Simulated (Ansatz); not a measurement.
`[Cl][GeH2][Cl]` + HBr → `[Cl][GeH2][Br]` + HCl at 600 K and 1 bar (ligand exchange at a Ge–Cl bond).

Isolated molecules relaxed with PBE0-D4/def2-TZVP in Ansatz; ΔE leaves out vibrations. CCSD(T)/CBS is the MP2 limit (def2-TZVPP, def2-QZVPP) plus CCSD(T) − MP2 in def2-TZVPP, frozen cores. This one scheme is used for every species. For Br, Ge outer-core shells are correlated without core-valence functions, which leaves a few kJ/mol of doubt a bond. Scalar relativity is left out up to krypton.

```json
{"species": "`[Cl][GeH2][Cl]`", "CCSD(T)/CBS energy (Eh)": "-2996.94498", "H − E (kJ/mol)": "87.0", "S (J/(mol·K))": "354.5"}
{"species": "HBr", "CCSD(T)/CBS energy (Eh)": "-2573.91920", "H − E (kJ/mol)": "33.5", "S (J/(mol·K))": "219.1"}
{"species": "`[Cl][GeH2][Br]`", "CCSD(T)/CBS energy (Eh)": "-5110.48619", "H − E (kJ/mol)": "86.6", "S (J/(mol·K))": "372.7"}
{"species": "HCl", "CCSD(T)/CBS energy (Eh)": "-460.38127", "H − E (kJ/mol)": "35.4", "S (J/(mol·K))": "207.2"}
```

H − E and S are ideal-gas, rigid-rotor, harmonic terms from PBE0-D4/def2-TZVP. 1 Eh = 2625.50 kJ/mol, R = 8.31446 J/(mol·K).

Question: By hand: ΔE, ΔH, ΔS and ΔG.

Answer: ΔE = (-5110.48619) + (-460.38127) − (-2996.94498) − (-2573.91920) = -0.00328 Eh = -8.6 kJ/mol. Δ(H − E) = 86.6 + 35.4 − 87.0 − 33.5 = 1.5, so ΔH = -7.1 kJ/mol. ΔS = 372.7 + 207.2 − 354.5 − 219.1 = 6.3 J/(mol·K). ΔG = -7.1 − 600 × (6.3)/1000 = -10.9 kJ/mol.

Question: By hand: the equilibrium constant, and the temperature at which ΔG would vanish if ΔH and ΔS stayed fixed.

Answer: log₁₀ K = −ΔG/(RT ln 10) = 0.9. ΔH and −TΔS have one sign here, so there is no such temperature.

TΔS isn't small against ΔH here. A doubt of 5 kJ/mol in ΔE shifts log₁₀ K by 0.4 here. These are equilibria of isolated gas molecules and say nothing of rates. Largest T1 diagnostic: 0.009 (customary marks: 0.02 for closed shells, 0.045 for open ones).
